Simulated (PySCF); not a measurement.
# Working out the ionisation energy of V⁸⁺

V⁸⁺ [Ne] 3s2 3p3 (4S) → V⁹⁺ [Ne] 3s2 3p2 (3P). All numbers are calculated (PySCF 2.14, scalar relativity by spin-free X2C-1e, in an uncontracted even-tempered set (19 s from 0.4 bohr⁻², ratio 2.5; 12 p from 0.52 bohr⁻², ratio 2.5; 5 d from 3.3 bohr⁻², ratio 2.7; 4 f from 4.9 bohr⁻², ratio 2.7)). Frozen: 1s2; the 22 highest virtual orbitals dropped. Energies in hartree (1 hartree = 27.21139 eV):

| part | V⁸⁺ (lower) | V⁹⁺ (upper) |
| --- | --- | --- |
| UHF | -925.897281 | -918.411874 |
| MP2 opposite-spin | -0.325400 | -0.317967 |
| MP2 same-spin | -0.123122 | -0.109393 |

Q: What does Hartree-Fock give?

A: (-918.411874) − (-925.897281) = 7.485407 hartree = 203.688 eV.

Q: What do MP2 and SCS-MP2 (6/5 opposite-spin, 1/3 same-spin) give?

A: The opposite-spin parts differ by 0.202 eV and the same-spin parts by 0.374 eV. MP2: 203.688 + (0.202) + (0.374) = 204.264 eV. SCS-MP2: 203.688 + 1.2 × (0.202) + (0.374)/3 = 204.055 eV.

A first-order spin-orbit estimate adds -0.723 eV to MP2 (outer shells), giving 203.541 eV against 206 ± 0.4 eV (semi-empirical (NIST evaluation); NIST Atomic Spectra Database, ionization energies).

What remains against the reference includes basis incompleteness, the frozen core and correlation beyond second order.
